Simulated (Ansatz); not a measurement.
One change: `C=C(F)B(F)P` becomes `C=C(F)B(O)F`.

Ansatz, PBE0-D4/def2-TZVP geometries, multiplicity 1. Each molecule was computed in one conformer, which needn't be the lowest.

| property | `C=C(F)B(F)P` |
| --- | --- |
| HOMO energy (ωB97M-V/def2-TZVPP) / eV | -9.79 |
| HOMO–LUMO gap (PBE/def2-TZVPP) / eV | 3.68 |
| HOMO energy (B3LYP/def2-TZVPP) / eV | -7.44 |
| size of the dipole moment (PBE/def2-TZVPP) / D | 1.02 |
| LUMO energy (PBE/def2-TZVPP) / eV | -2.83 |
| size of the dipole moment (B3LYP/def2-TZVPP) / D | 1.09 |

(1) Give the same properties after the change, and the shifts. (An estimate is asked.)

Answers

(1) Ansatz gave: 
```csv
property,`C=C(F)B(O)F`,shift
HOMO energy (ωB97M-V/def2-TZVPP) / eV,-10.16,-0.37
HOMO–LUMO gap (PBE/def2-TZVPP) / eV,4.61,0.93
HOMO energy (B3LYP/def2-TZVPP) / eV,-7.69,-0.25
size of the dipole moment (PBE/def2-TZVPP) / D,1.45,0.43
LUMO energy (PBE/def2-TZVPP) / eV,-2.04,0.79
size of the dipole moment (B3LYP/def2-TZVPP) / D,1.54,0.45
```

With PBE0 the HOMO falls by 0.26 eV and the LUMO rises by 0.86 eV, so the gap widens by about 1.12 eV. PBE moves the HOMO by -0.15 eV and ωB97M-V by -0.37 eV. Dipoles are sizes alone; their direction can turn.

Positive LUMOs are unbound, so they and the gaps depend on the basis.

B3LYP here is the variant with VWN-RPA as its local correlation; programs differ in this.
